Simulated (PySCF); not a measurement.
# Working with the constants of PRu

ROHF-CCSD(T) constants of PRu, quartet, unpaired electrons σ ↑, π ↑, δ ↑ (PySCF, scalar-relativistic core potentials, basis sets P def2-TZVPP, Ru def2-TZVPP with ECP28; masses 30.9738 and 101.9043 u):

* ωe: 518.3 cm⁻¹
* ωexe: 2.13 cm⁻¹
* Be: 0.1675 cm⁻¹
* αe: 0.000766 cm⁻¹
* De to P + Ru (4d7 5s1): 2.94 eV

(1) What force constant and bond length do these constants imply?

(2) Estimate the centrifugal constant D from the Kratzer relation and find the Dunham coefficient a1.

Correlated steps freeze 5 core orbitals. These are scalar-relativistic numbers at best; spin–orbit coupling would shift them, the dissociation energy most. The CCSD T1 diagnostic is raised, a sign that a single reference may not be enough here. The state is the lowest single determinant that the PBE0 search found; with open d or f shells the true ground state can be another one.

Results:

(1) Reduced mass μred = 23.754 u; k = 5.8918×10⁻⁷·μred·ωe² (u, cm⁻¹, mdyn/Å) = 3.76 mdyn/Å; Re = √(16.8576/(μred·Be)) (u, cm⁻¹, Å) = 2.058 Å.

(2) D = 4Be³/ωe² = 7e-08 cm⁻¹; a1 = −1 − αeωe/(6Be²) = -3.36.
